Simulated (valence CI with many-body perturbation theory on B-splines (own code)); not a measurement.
Results of a calculation; reference values are marked as such.
## Ladder of approximations for Cd³⁵⁺

Method: configuration interaction combined with many-body perturbation theory (CI+MBPT): three valence electrons over a frozen Dirac-Fock core [Ne], radial functions for each j: 11 s, 11 p, 9 d, 7 f, 5 g, 2 h, 1 i, with the one-electron correlation potential Σ1, the two-electron term Σ2, the three-electron term Σ3, Breit, model QED; selected CI, second order for the rest (own B-spline code, finite nucleus).

No measured spectrum was set against this ion. As an estimate, large intervals hold to a few tenths of a per cent, small ones and those within an open d or f shell to about a per cent.

Each rung adds one term. CI alone is the Dirac-Coulomb CI over the frozen core; QED comes last and gives the full result, which names the levels. Energies are above (3s^2 3p1/2) J=1/2 on the same rung, in cm⁻¹.

Levels are named by their leading jj configuration (3d3/2^4 stands for four electrons in 3d with j = 3/2), which in mixed levels can hold well under half, so a name can repeat and another be missing. Letters in brackets count levels of one name in rising energy.

| Level | CI alone | Σ1 | Σ2 | Σ3 | Breit | QED | Full |
| --- | --- | --- | --- | --- | --- | --- | --- |
| (3s^2 3p3/2) J=3/2 | 388106 | +498 | +281 | +8 | -6122 | +676 | 383447 |
| (3s 3p1/2^2) J=1/2 | 677962 | -1618 | +596 | +119 | +6101 | -7385 | 675776 |
| (3s 3p1/2 3p3/2) J=3/2 [a] | 956489 | -1163 | +1763 | +192 | +535 | -6696 | 951120 |
| (3s 3p1/2 3p3/2) J=5/2 | 1031980 | -1122 | +1123 | +157 | -1208 | -6524 | 1024410 |
| (3s 3p1/2 3p3/2) J=3/2 [b] | 1140990 | -1104 | -139 | +121 | -1321 | -5914 | 1132640 |
| (3s 3p1/2 3p3/2) J=1/2 | 1212510 | -1183 | -3607 | -15 | +1016 | -6894 | 1201820 |
| (3s 3p3/2^2) J=5/2 | 1369010 | -619 | +1457 | +172 | -7674 | -4609 | 1357730 |
| (3s^2 3d3/2) J=3/2 | 1466670 | -972 | -4086 | -227 | -7546 | -1567 | 1452270 |
| (3s^2 3d5/2) J=5/2 | 1588360 | -574 | -4055 | -321 | -10746 | -1593 | 1571070 |
| (3s 3p3/2^2) J=1/2 | 1601750 | -657 | -1824 | -57 | -4886 | -6093 | 1588230 |
| (3s 3p3/2^2) J=3/2 | 1645080 | -690 | -4233 | -84 | -6026 | -5712 | 1628330 |
| (3p1/2^2 3p3/2) J=3/2 | 1851180 | -2721 | -1403 | +272 | +4850 | -12936 | 1839240 |
| (3s 3p1/2 3d3/2) J=3/2 [a] | 1959470 | -2607 | +126 | +27 | -2134 | -7909 | 1946970 |
| (3s 3p1/2 3d3/2) J=5/2 | 2001830 | -2546 | +173 | +99 | -3671 | -7829 | 1988050 |
| (3s 3p1/2 3d5/2) J=5/2 [a] | 2098480 | -2171 | -197 | +62 | -5530 | -8243 | 2082400 |
| (3s 3p1/2 3d3/2) J=1/2 | 2127490 | -2567 | -3103 | -105 | -2587 | -7508 | 2111620 |
| (3s 3p1/2 3d3/2) J=3/2 [b] | 2129380 | -2479 | -2818 | -162 | -3476 | -7541 | 2112900 |
| (3p1/2 3p3/2^2) J=3/2 [a] | 2136790 | -2269 | -1346 | +225 | -1612 | -11384 | 2120400 |
| (3s 3p1/2 3d5/2) J=7/2 | 2140910 | -2120 | -654 | -19 | -7940 | -7242 | 2122930 |
| (3s 3p1/2 3d5/2) J=5/2 [b] | 2171750 | -2178 | -1669 | -44 | -5008 | -8816 | 2154030 |
| (3s 3p1/2 3d5/2) J=5/2 [c] | 2299280 | -2235 | -2556 | -223 | -4635 | -9338 | 2280290 |
| (3p1/2 3p3/2^2) J=1/2 | 2308230 | -2218 | -1854 | +191 | -518 | -12474 | 2291360 |
| (3p1/2 3p3/2^2) J=3/2 [b] | 2359440 | -2316 | -5231 | -368 | -2540 | -10055 | 2338930 |
| (3s 3p3/2 3d5/2) J=9/2 | 2413550 | -1637 | +974 | +29 | -13503 | -6583 | 2392830 |
| (3s 3p3/2 3d3/2) J=5/2 [a] | 2427790 | -2083 | -2212 | -66 | -9063 | -7166 | 2407200 |
| (3s 3p3/2 3d3/2) J=3/2 [a] | 2427330 | -2103 | -1670 | -148 | -8339 | -6981 | 2408080 |
| (3s 3p3/2 3d3/2) J=1/2 [a] | 2430330 | -2085 | -1361 | -206 | -7829 | -6855 | 2411990 |
| (3s 3p3/2 3d3/2) J=7/2 | 2437640 | -1936 | -1699 | -60 | -11284 | -6775 | 2415890 |
| (3s 3p3/2 3d5/2) J=3/2 [a] | 2506640 | -1715 | -698 | -70 | -10186 | -7921 | 2486050 |
| (3s 3p3/2 3d5/2) J=5/2 [a] | 2533270 | -1701 | -2426 | -150 | -11780 | -7069 | 2510140 |
| (3s 3p3/2 3d3/2) J=3/2 [b] | 2582310 | -2083 | -4874 | -143 | -7035 | -8638 | 2559540 |

The middle columns are the shifts that each term adds.

Q: How does the ionisation energy move along the ladder, and which term matters most?

A: CI alone 2273.8, + Σ1 2274.8, + Σ2 2274.6, + Σ3 2274.6, + Breit 2272.6, + QED 2272.6 eV. The largest step is Breit, -2.0 eV. NIST lists 2250 ± 10 eV (semi-empirical).
